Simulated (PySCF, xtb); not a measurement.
BF2Br, SMILES FB(F)Br. Atoms are numbered in the order given.

```xyz
4

B      0.0000     0.0000    -0.9415
F      0.0000    -1.1290    -1.6050
F      0.0000     1.1290    -1.6050
Br     0.0000     0.0000     0.9599
```
Charge 0, spin multiplicity 1.

Geometry optimised at PBE0-D3(BJ)/def2-SVP.

Computed with IEF-PCM-ωB97X/def2-SVP (PySCF).

The values are the electrostatic part of the solvation free energy, E(continuum) − E(gas) at the gas-phase geometry, in a cavity of scaled van der Waals radii (PySCF's table); cavitation and dispersion terms are not included. In vacuum the orbital gap is 13.60 eV. The dipole moment in vacuum is 0.16 D.

Computed values in water (ε = 78.36), diethylether (ε = 4.24), acetonitrile (ε = 35.69):
```json
[
 {"solvent": "water", "ε": "78.36", "ΔG(elec) (kcal/mol)": "-1.1", "dipole (D)": "0.16", "gap (eV)": "13.70"},
 {"solvent": "diethylether", "ε": "4.24", "ΔG(elec) (kcal/mol)": "-0.7", "dipole (D)": "0.16", "gap (eV)": "13.67"},
 {"solvent": "acetonitrile", "ε": "35.69", "ΔG(elec) (kcal/mol)": "-1.1", "dipole (D)": "0.16", "gap (eV)": "13.70"}
]
```

For comparison, GFN2-xTB/ALPB(water) (xtb, at the GFN2-xTB geometry, all terms of that model) gives 0.4 kcal/mol.
